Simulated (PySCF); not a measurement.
**What an electron can do to GeO**

PBE0 in PySCF with def2-TZVPPD on every atom, for the lowest determinant that a PBE0 search found; no spin–orbit coupling.

| species | state (unpaired electrons) | Re (Å) | ωe (cm⁻¹) | energy of the minimum from the neutral (eV) | De (eV) | dissociates to |
| --- | --- | --- | --- | --- | --- | --- |
| GeO | singlet (closed shell) | 1.623 | 1026 | 0.00 | 6.62 | Ge + O |
| GeO⁺ | doublet (π ↑) | 1.773 | 752 | 10.76 | 3.80 | Ge⁺ + O |

Q: Work out the lowest energy to break GeO into atoms, from its vibrational ground state.

A: D0 = De − ωe/2 = 6.62 − 0.06 = 6.56 eV (PBE0/def2-TZVPPD).

Q: Work out the ionisation energy of the Ge atom at this level and the threshold of dissociative ionisation.

A: IE(Ge) = 10.76 + 3.80 − 6.62 = 7.94 eV, so Ge⁺ + O + e⁻ appears at D0 + IE(Ge) = 14.50 eV (PBE0/def2-TZVPPD). The measured IE(Ge) is 7.899 eV (NIST ASD).

These are thermodynamic thresholds; the onsets seen under electron impact lie higher where the geometry changes, and cross-sections peak well above them.

For an ion De counts to the pair picked by the measured ionisation energies or electron affinities, which need not be the lowest pair at this level. States were picked by a PBE0 search and need not be the measured ground states.
